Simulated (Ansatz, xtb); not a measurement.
# C5H5ClFN: 4 structures ranked

4 gas-phase structures of C5H5ClFN, from a drawn sample of its isomers (lower ones may exist). Each was relaxed with GFN2-xTB:

A. `FCc1[nH]ccc1Cl`, a singlet
B. `N#C[C@@H]1[C@H](Cl)C[C@@H]1F`, a singlet
C. `Cc1c[nH]c(F)c1Cl`, a singlet
D. `Cn1ccc(F)c1Cl`, a singlet

Q: Estimate their order in r2SCAN-D4/def2-SVP//GFN2-xTB energy at these geometries, lowest first.

A: Calculated order at r2SCAN-D4/def2-SVP//GFN2-xTB: A (0.0), C (0.2), D (6.8), B (26.5) kcal/mol. Less than 1 kcal/mol parts A and C, so the order within that pair means little.

Energies above the lowest of each column, in kcal/mol; the last columns are at r2SCAN-D4/def2-SVP geometries and were run for some of them only (a dash: not run or not comparable):

```
structure  GFN2-xTB  HF/STO-3G  r2SCAN-D4/def2-SVP//GFN2-xTB  r2SCAN-D4/def2-SVP  CCSD(T)/def2-SVP + ΔMP2/def2-TZVPP
        A       1.0        6.8                           0.0                 0.0                                 0.0
        C       0.7        0.0                           0.2                 1.3                                 4.1
        D       0.0        5.5                           6.8                 7.8                                10.2
        B      35.9        0.4                          26.5                   –                                   –
```

CCSD(T)/def2-SVP + ΔMP2/def2-TZVPP puts A lowest of those it was run on; GFN2-xTB picks D, HF/STO-3G picks C. Flexible structures stand in one conformer each, not always the lowest. Frequencies (GFN2-xTB) were run for A, C, D alone. ΔMP2 is the change of the MP2 energy from the smaller to the larger basis.

Over these structures GFN2-xTB departs from r2SCAN-D4/def2-SVP//GFN2-xTB by 4.2 kcal/mol on average once a common shift is removed. A GFN2-xTB relaxation took about 0.087 s and the r2SCAN-D4/def2-SVP//GFN2-xTB energy about 2.3 s on a shared host (Ansatz 0.2.0, xtb 6.7.1).
